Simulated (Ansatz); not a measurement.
Relaxation of BClH$_{2}$O$_{2}$ (6 atoms, charge 0, multiplicity 1), to a largest force component of 0.015 eV/Å in at most 40 steps.

Method: RHF/def2-SVP in Ansatz.

```xyz
6
Properties=species:S:1:pos:R:3
O -0.233 1.225 -0.386
B -0.184 -0.143 -0.033
O 1.032 -0.662 0.509
Cl -1.551 -1.249 -0.275
H 0.009 1.296 -1.362
H 0.970 -0.531 1.501
```

Problem. Where does it end, and by what steps?

Solution. It converged. After 10 steps the energy has fallen by 1.273 eV; O3 moved furthest, 0.63 Å.

```
step  energy less start (eV)  largest force component (eV/Å)  accepted
   0                  0.0000                           2.802       yes
   1                 -0.3215                           1.448       yes
   2                 -0.3993                           1.586       yes
   3                 -0.7057                           0.824       yes
   4                 -0.5127                           4.045        no
   5                 -0.9101                           0.981       yes
   6                 -1.0938                           0.964       yes
   7                 -1.2546                           0.379       yes
   8                 -1.2726                           0.077       yes
   9                 -1.2730                           0.016       yes
  10                 -1.2730                           0.006       yes
```

```xyz
6
Properties=species:S:1:pos:R:3
O 0.163 1.003 -0.467
B -0.128 -0.223 0.002
O 0.609 -0.791 0.960
Cl -1.519 -1.132 -0.650
H -0.410 1.327 -1.144
H 1.327 -0.249 1.254
```

Time of the run: 14 s on 1 thread of AMD EPYC 7R43 64-Core Processor (Zen 3), on a shared host, peak memory 0.14 GiB.
